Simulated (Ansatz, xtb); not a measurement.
C6H6FN2+: which of two isomers lies lower

Structure a is `C#Cc1c[nH+]c(F)n1C`, a singlet and structure b is `C#CC[n+]1c[nH]c(F)c1`, a singlet. Both are isolated ions in the gas phase, relaxed with B3LYP-D3(BJ)/def2-SVP; the shapes shown needn't be the lowest conformers.

a (Å):

```json
{"atom": "C", "x (Å)": "-2.7036", "y (Å)": "-0.1743", "z (Å)": "0.6283"}
{"atom": "C", "x (Å)": "-1.8096", "y (Å)": "-0.2569", "z (Å)": "-0.1865"}
{"atom": "C", "x (Å)": "-0.7818", "y (Å)": "-0.3486", "z (Å)": "-1.1480"}
{"atom": "C", "x (Å)": "0.5498", "y (Å)": "-0.6630", "z (Å)": "-1.0276"}
{"atom": "C", "x (Å)": "0.1339", "y (Å)": "-0.2643", "z (Å)": "-3.1606"}
{"atom": "C", "x (Å)": "-2.3036", "y (Å)": "0.2734", "z (Å)": "-3.1140"}
{"atom": "F", "x (Å)": "0.3020", "y (Å)": "-0.1196", "z (Å)": "-4.4309"}
{"atom": "N", "x (Å)": "1.0971", "y (Å)": "-0.6028", "z (Å)": "-2.3012"}
{"atom": "N", "x (Å)": "-1.0165", "y (Å)": "-0.0993", "z (Å)": "-2.5189"}
{"atom": "H", "x (Å)": "-3.4914", "y (Å)": "-0.1032", "z (Å)": "1.3600"}
{"atom": "H", "x (Å)": "1.1354", "y (Å)": "-0.9195", "z (Å)": "-0.1496"}
{"atom": "H", "x (Å)": "2.0665", "y (Å)": "-0.7826", "z (Å)": "-2.5577"}
{"atom": "H", "x (Å)": "-2.6487", "y (Å)": "1.2131", "z (Å)": "-2.6633"}
{"atom": "H", "x (Å)": "-3.0342", "y (Å)": "-0.5218", "z (Å)": "-2.9162"}
{"atom": "H", "x (Å)": "-2.1703", "y (Å)": "0.4013", "z (Å)": "-4.1945"}
```

b (Å):

```
atom    x (Å)    y (Å)    z (Å)
   C  -1.1803  -1.8555   0.8847
   C  -1.5007  -0.9402   0.1632
   C  -1.8811   0.1789  -0.6846
   C  -1.7836   0.2399  -3.1858
   C   0.3914   0.0205  -3.5133
   C   0.1796  -0.0079  -2.1635
   F   1.4804  -0.0720  -4.2111
   N  -1.1900   0.1344  -1.9983
   N  -0.8300   0.1748  -4.1320
   H  -0.9031  -2.6716   1.5303
   H  -1.6301   1.1416  -0.2092
   H  -2.9626   0.1813  -0.8900
   H  -2.8507   0.3562  -3.3640
   H  -0.9811   0.2215  -5.1393
   H   0.8682  -0.1342  -1.3329
```

Task: Which of the two would you expect CCSD(T)/def2-SVP + ΔMP2/def2-TZVPP electronic energies to favour?

Result: Structure a; the calculation gives E(b) − E(a) = +7.3 kcal/mol.

How the difference moves with the method:

```tsv
level	geometry	E(b) − E(a) (kcal/mol)	departure from the last row (kcal/mol)	job, with rough time for the two
B3LYP-D3(BJ)/def2-SVP	B3LYP-D3(BJ)/def2-SVP	+9.7	+2.5	optimisation, 100 s
HF/def2-SVP	B3LYP-D3(BJ)/def2-SVP	+8.7	+1.4	part of the CCSD(T) run
MP2/def2-SVP	B3LYP-D3(BJ)/def2-SVP	+9.5	+2.2	part of the CCSD(T) run
CCSD(T)/def2-SVP	B3LYP-D3(BJ)/def2-SVP	+8.7	+1.4	single point
CCSD(T)/def2-SVP + ΔMP2/def2-TZVPP	B3LYP-D3(BJ)/def2-SVP	+7.3		single point, 2.1 min
```

As drawn, both hold the same kinds of bond in the same numbers. Structure a has 1 methyl group, b 0.

The levels shown agree on the order. The largest departure from CCSD(T)/def2-SVP + ΔMP2/def2-TZVPP is that of B3LYP-D3(BJ)/def2-SVP, 2.5 kcal/mol. Levels run at GFN2-xTB geometries aren't shown. The last row adds to CCSD(T) the change of the MP2 difference between the two basis sets, here −1.4 kcal/mol.

With thermal terms from frequencies at re-optimised GFN2-xTB minima (ideal gas, soft modes damped towards free rotors, one conformer each, 298.15 K, 1 atm): on the last row, ΔE + ΔZPE = +7.5, ΔH = +7.2, ΔG = +7.6 kcal/mol.

The correlated steps freeze 9 core orbitals. Programs: Ansatz 0.2.0, xtb 6.7.1; the last row on 4 threads of Arm Neoverse V2 on a shared host.
